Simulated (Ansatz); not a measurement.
Diatomic InCu, closed-shell singlet (lowest of 2S+1 = 1, 3 at CCSD(T)/def2-TZVPP on PBE0 minima; our sources give no spin for the ground state, which may be another). No spin–orbit coupling. Cu is treated without relativity.

Constants: fifth-degree fit in 1/R to seven points, most abundant isotopes. In def2 and cc sets the state is the lowest found near the PBE0 minimum, followed along R. The singlet is held restricted.

Run with Ansatz (Gaussian orbitals).  In def2 rows elements past Kr take small-core potentials, without spin–orbit coupling.

Energies at CAM-B3LYP/def2-TZVPP:

```
R (Å)        E (hartree)
--------  --------------
2.408848  -1830.74805448
2.473602  -1830.75013100
2.533176  -1830.75106353
2.600520  -1830.75122406
2.667864  -1830.75063652
2.745569  -1830.74924487
2.836224  -1830.74690232
```

**Question.** With a reduced mass of 40.6608 u, find the minimum, the force constant and the constants.

**Answer.** A fifth-degree polynomial in 1/R puts the minimum at r_e = 2.5792 Å with force constant 77.4 N/m. Then ω_e = (1/2πc)√(k/μ) = 180 cm⁻¹ and B_e = h/(8π²cμr_e²) = 0.06232 cm⁻¹; the cubic and quartic terms give α_e = 0.00028 and ω_e x_e = 0.50 cm⁻¹.

Ansatz is an electronic-structure program.
